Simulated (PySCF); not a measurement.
**`F[C@H](Br)[C@@H]1C[C@H]1F`, C₄H₅BrF₂**

Geometry:
```csv
atom,x (Å),y (Å),z (Å)
F1,1.180,-1.041,1.323
C2,1.365,-0.485,0.104
Br3,2.756,0.907,0.297
C4,0.100,0.117,-0.429
C5,-0.820,0.883,0.485
C6,-1.224,-0.461,-0.019
F7,-2.189,-0.534,-0.973
H8,1.791,-1.250,-0.555
H9,0.190,0.465,-1.450
H10,-0.553,0.966,1.528
H11,-1.318,1.749,0.080
H12,-1.277,-1.318,0.641
```

Computed with TDDFT BHandHLYP/def2-SVPD circular dichroism and optical rotation, one conformer, gas phase in PySCF. Geometry: GFN2-xTB.

The molecule is flexible and this is one conformer; a measurement averages over conformers. The calculation is non-relativistic, which matters for the atoms heavier than Zn.

**Question.** Draw the ECD and absorption spectra from the lowest 16 states, each a Gaussian of half-width 0.3 eV at 1/e height.

**Answer.** 
| E (eV) | λ (nm) | Δε (L mol⁻¹ cm⁻¹) | ε (L mol⁻¹ cm⁻¹) |
| --- | --- | --- | --- |
| 5.73 | 216 | -0.13 | 8.72 |
| 5.88 | 211 | -0.60 | 40.4 |
| 6.03 | 206 | -1.86 | 122 |
| 6.18 | 201 | -3.84 | 241 |
| 6.33 | 196 | -5.23 | 318 |
| 6.48 | 191 | -4.66 | 275 |
| 6.63 | 187 | -2.65 | 154 |
| 6.78 | 183 | -0.95 | 54.4 |
| 6.93 | 179 | -0.21 | 12.8 |
| 7.08 | 175 | -0.07 | 16.1 |
| 7.23 | 172 | -0.40 | 154 |
| 7.38 | 168 | -2.58 | 997 |
| 7.53 | 165 | -10.01 | 3930 |
| 7.68 | 161 | -23.25 | 9570 |
| 7.83 | 158 | -31.15 | 14900 |
| 7.98 | 155 | -19.98 | 16000 |
| 8.13 | 153 | +4.87 | 14100 |
| 8.28 | 150 | +24.85 | 11500 |
| 8.43 | 147 | +29.44 | 8620 |
| 8.58 | 145 | +19.92 | 6380 |
| 8.73 | 142 | +4.34 | 6300 |
| 8.88 | 140 | -8.26 | 7740 |
| 9.03 | 137 | -14.24 | 9050 |
| 9.18 | 135 | -12.29 | 9210 |

Δε uses R in velocity form, ε uses f in length form. Only the states computed contribute, so the short-wavelength end is incomplete.
